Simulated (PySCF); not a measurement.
Löwdin shares of the frontier orbitals

Compound: H₁₀OSi₅.
Geometry (GFN2-xTB, Å), atoms numbered from 1 in this order:
```xyz
16
H10OSi5 angstrom
O     -0.288    1.707   -0.371
Si    -1.827    1.220   -0.154
Si    -1.758   -1.089   -0.095
Si     0.322   -1.908    0.594
Si     2.014   -0.460   -0.121
Si     1.330    1.746   -0.189
H     -2.537    1.861   -1.264
H     -2.267    1.856    1.093
H     -2.874   -1.599    0.719
H     -2.062   -1.637   -1.431
H      0.553   -3.306    0.189
H      0.346   -1.998    2.067
H      2.468   -0.887   -1.459
H      3.242   -0.572    0.686
H      1.767    2.568   -1.320
H      1.565    2.508    1.044
```

Computed, not measured: PySCF 2.14.0, density-fitted response routines, TDDFT B3LYP/def2-SVPD, vertical, gas phase, core orbitals frozen in the response.

Frontier orbitals with the atoms that hold most of them (Löwdin shares over 4%, at most four atoms; ? is withheld):

```tsv
orbital	ε (eV)	atoms
HOMO-3	-8.64	Si5 18%, Si3 18%, Si6 13%, Si2 13%
HOMO-2	-8.23	O1 34%, Si2 13%, Si6 13%, H8 10%
HOMO-1	-7.96	Si4 31%, Si5 21%, Si3 21%, Si6 4%
HOMO	?	?
LUMO	-1.27	?
LUMO+1	-0.93	Si5 18%, Si3 17%, Si4 15%, Si6 9%
LUMO+2	-0.64	Si4 23%, Si3 14%, Si5 13%, Si2 13%
```

Problem. Which atoms hold the HOMO, and with what shares?

Solution. O1 (bonded to 2 Si) 22%; Si3 (bonded to 2 Si and 2 H) 14%; Si5 (bonded to 2 Si and 2 H) 14%; Si2 (bonded to O, Si and 2 H) 12%. By element: silicon 39% or more, oxygen 22%.

Problem. Which atoms hold the LUMO, and with what shares?

Solution. Si4 (bonded to 2 Si and 2 H) 16%; Si6 (bonded to O, Si and 2 H) 14%; Si2 (bonded to O, Si and 2 H) 14%; Si5 (bonded to 2 Si and 2 H) 13%.

Problem. What is the HOMO energy, and the HOMO–LUMO gap?

Solution. ε(HOMO) = -7.37 eV; the gap is 6.10 eV (0.2242 hartree).

Problem. The HOMO–LUMO gap is 6.10 eV. Where does the response calculation put the lowest singlet, and from which orbitals?

Solution. S1 is at 5.25 eV (f = 0.028), 0.85 eV below the gap, made of HOMO→LUMO (98%). 

Problem. One configuration dominates each of S1, S2, S3, S5, S6 and S8. Which, and how do the shares of the two leading atoms of either orbital change from the occupied to the empty one?

Solution. 
- S1 (5.25 eV, f 0.028), HOMO→LUMO (98%): O1 22% → at most 14%, Si3 14% → at most 14%, Si4 at most 13% → 16%, Si6 at most 13% → 14%
- S2 (5.52 eV, f 0.0068), HOMO→LUMO+1 (99%): O1 22% → at most 10%, Si3 14% → 17%, Si5 14% → 18%
- S3 (5.80 eV, f 0.055), HOMO-1→LUMO (87%): Si4 31% → 16%, Si5 21% → 13%, Si6 4% → 14%
- S5 (6.04 eV, f 0.0048), HOMO-2→LUMO (92%): O1 34% → at most 14%, Si2 13% → 14%, Si4 at most 10% → 16%, Si6 13% → 14%
- S6 (6.12 eV, f 0.0048), HOMO-1→LUMO+1 (84%): Si4 31% → 15%, Si5 21% → 18%, Si3 21% → 17%
- S8 (6.47 eV, f 0.0091), HOMO-2→LUMO+1 (92%): O1 34% → at most 10%, Si2 13% → at most 10%, Si5 at most 10% → 18%, Si3 at most 10% → 17%

One conformer stands for the species.
